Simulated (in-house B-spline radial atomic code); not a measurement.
The numbers below are computed, except where a source is named.
**Extrapolating the RPA correlation energy in partial waves: Si XI (Si10+)**

All-electron RPA on Hartree-Fock orbitals from a B-spline radial code for spherical atoms, non-relativistic, point nucleus, configuration [He] 2s2. With empty states up to angular momentum L the sums are:

```
L  E_c(L) (hartree)
2         -0.252069
3         -0.257836
4         -0.260010
5         -0.260999
6         -0.261509
```

For large l each further wave adds A/(l + 1/2)⁴, because the basis must build the cusp where two electrons meet.

Estimate the limit from L = 5 and L = 6.

Wave 6 adds -0.000510, against a sum of (l + 1/2)⁻⁴ of 5.60204e-04, so A = -0.91038. The sum over l > 6 is ζ(4, 7.5) = 9.6207e-04, close to 1/(3 × 7³) = 9.7182e-04. The tail is -0.000876 and the limit -0.26238 hartree.

How good is the estimate?

A run to L = 11 sums to -0.26219 and extrapolates to -0.26234 hartree, 0.00 millihartree from the run before. The estimate differs from that by -0.04 millihartree, while the bare sum at L = 6 misses 0.8 millihartree (0.3 %).
